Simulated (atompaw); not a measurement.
What one change does to a pseudopotential (vanadium, PAW (atompaw))

* Element: V (Z = 23)
* Generator: atompaw 4.2.0.5
* Type: PAW
* Functional: PBE
* Relativity: scalar-relativistic
* Frozen core: [Ar]
* Valence charge: 5
* Reference configuration: 3d3 4s2 4p0
* Partial waves: 4s (bound): rc 3.00 bohr; 4s channel at 1.7 Ry: rc 3.00 bohr; 4p (bound, empty): rc 2.50 bohr; 4p channel at 3.4 Ry: rc 3.00 bohr; 3d (bound): rc 1.55 bohr; 3d channel at -0.05 Ry: rc 1.55 bohr
* Local potential: bessel scheme, radius 2.95 bohr
* Core correction: smooth core density matched at 2.65 bohr
* Augmentation charge: sinc compensation charge, radius 2.45 bohr; PAW radius 3.00 bohr; waves and projectors: custom polynom2 7 10 vanderbiltortho

Change: reference 3d3 4s0.5 4p0.

Cutoffs: the cutoffs (Ry, on a coarse ladder) from which the occupation-weighted sum of valence levels, in a spherical-Bessel basis at the reference potential, stays within 10 and 1 mRy of its value at 400 Ry; they do not see the model core or the augmentation charge, which bear on the density cutoff.

Problem. What does the change do?

Solution. The potential gets harder (30 Ry and 230 Ry → 35 Ry and 230 Ry); the range in which the d phases agree widens (upper end 1.3 → 3.2); neither file shows a bound ghost.

```csv
quantity,base,changed
"cutoff, loose",30 Ry,35 Ry
"cutoff, tight",230 Ry,230 Ry
bound ghosts,none,none
s: phases at 3.01 bohr within 0.05 rad from the reference energy up to (Ry; the scan ends near 5),3.0,2.5
p: phases at 3.01 bohr within 0.05 rad from the reference energy up to (Ry; the scan ends near 5),4.2,to the end of the scan
d: phases at 3.01 bohr within 0.05 rad from the reference energy up to (Ry; the scan ends near 5),1.3,3.2
lowest overlap eigenvalue by channel,"s 0.82, p 0.84, d 1.00","s 0.76, p 0.76, d 0.99"
```

 The cutoffs see the waves, projectors and local potential, not the compensation charge or the core.
